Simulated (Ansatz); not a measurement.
Geometry optimisation, Ansatz, RHF/def2-SVP.

input.yaml

```yaml
crystal:
  periodic: [false, false, false]
  atoms:
    - { symbol: Ga, position_ang: [0.0, 0.0, 0.0] }
    - { symbol: C, position_ang: [0.0, 0.0, 2.33] }
    - { symbol: H, position_ang: [-0.9996, -0.3092, 2.7005] }
    - { symbol: H, position_ang: [0.7676, -0.7111, 2.7005] }
    - { symbol: H, position_ang: [0.232, 1.0203, 2.7005] }
    - { symbol: H, position_ang: [1.3596, 0.0, -0.785] }
    - { symbol: H, position_ang: [-1.3596, 0.0, -0.785] }
    - { symbol: F, position_ang: [-0.2561, -1.8806, 0.6306] }
    - { symbol: H, position_ang: [-0.1762, -1.2937, 1.7624] }
basis:
  gaussian: { orbitals: def2-SVP }
hamiltonian:
  xc: hf
relax:
  f_tol: 0.15
  max_steps: 25
  restrain:
    - { distance: [0, 7], at: 1.7, k: 30.0 }
    - { distance: [8, 1], at: 1.11, k: 30.0 }
    - { distance: [0, 1], at: 3.18, k: 30.0 }
    - { distance: [8, 7], at: 2.12, k: 30.0 }
output:
  orbitals: {}
```

Launched with:

```bash
$ ansatz run input.yaml --threads 1 --pin off --max-ram 2048MiB --backend cpu --events-out ev --progress --plain --runs-dir out
```

Question: Where does it end, and by what steps?

Answer: The run converged. The restraints hold the end off the free minimum. After 8 steps the energy has fallen by 3.469 eV (the restraints' own energy left out); H5 moved furthest, 0.72 Å. Parted: Ga1–C2. Joined: C2–H9.

```
step  energy less start (eV)  largest force component (eV/Å)  accepted
   0                  0.0000                           3.850       yes
   1                  0.4758                           2.893       yes
   2                 -0.2107                           3.479       yes
   3                 -2.0206                           2.536       yes
   4                 -3.1898                           1.764       yes
   5                 -3.3403                           1.166       yes
   6                 -3.4460                           0.961       yes
   7                 -3.4652                           0.890       yes
   8                 -3.4687                           0.926       yes
```

```xyz
9
Properties=species:S:1:pos:R:3
Ga -0.048 -0.369 -0.531
C -0.045 -0.267 2.650
H -0.966 -0.141 3.216
H 0.789 -0.420 3.335
H 0.145 0.653 2.088
H 1.404 0.152 -0.764
H -1.410 0.354 -0.766
F -0.167 -1.996 0.039
H -0.134 -1.140 1.988
```

Whether the end is a true minimum wasn't checked by a vibrational analysis.

The run took 17 s on 1 thread of Arm Neoverse V2, with other jobs on the host, peak memory 0.17 GiB.
